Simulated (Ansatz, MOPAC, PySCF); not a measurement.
Complex: CH4 (SMILES C) (first 5 atoms) with CH6Si (SMILES C[SiH3]); geometry from B3LYP-D3(BJ)/def2-TZVP, rigid monomers moved along the line of their centres of mass till C1···Si7 is 5.47 Å.
(charge 0, multiplicity 1):
```xyz
13

C     -0.087     0.012     0.321
H     -0.334    -0.401    -0.656
H      0.572    -0.675     0.849
H      0.412     0.972     0.192
H     -1.002     0.151     0.896
C      0.635     1.134     5.543
Si    -0.168    -0.546     5.766
H      0.722     1.385     4.485
H      1.636     1.146     5.979
H      0.046     1.913     6.029
H     -1.529    -0.560     5.178
H     -0.282    -0.881     7.207
H      0.635    -1.604     5.106
```

Monomers are frozen at their geometry in the pair; levels with a basis set take the counterpoise correction. Rows marked so take none.

Cores are frozen in the correlated methods. Rows in 6-311+G**, 6-31G* carry no dispersion term and start afresh at each structure (6-31G* with six Cartesian d functions). MP2/6-31G* freezes PySCF's default core. The state that AM1, PM3, PM6 reach isn't checked.

Codes used: Ansatz (a first-principles code); MOPAC for AM1, PM3, PM6 (differences of heats of formation); PySCF for 6-311+G** rows, 6-31G* rows, the dispersion terms. 

Other levels give for the interaction energy: PBE/def2-TZVPPD -0.10; B3LYP/def2-TZVPPD 0.06; B3LYP-D3(BJ)/def2-TZVPPD -0.21; wB97M-V/def2-TZVPPD -0.24; CCSD(T)/aug-cc-pV(D+d)Z -0.22 kcal/mol.

Common cheap choices:

| level | interaction energy (kcal/mol) |
|---|---|
| AM1 | 0.00 |
| PM3 | 0.00 |
| PM6 | 0.01 |
| BP86/6-31G* (no counterpoise) | 0.03 |
| B3LYP/6-31G* | 0.03 |
| B3LYP/6-31G* (no counterpoise) | -0.03 |
| B3LYP/6-311+G** (no counterpoise) | 0.04 |
| MP2/6-31G* | -0.11 |
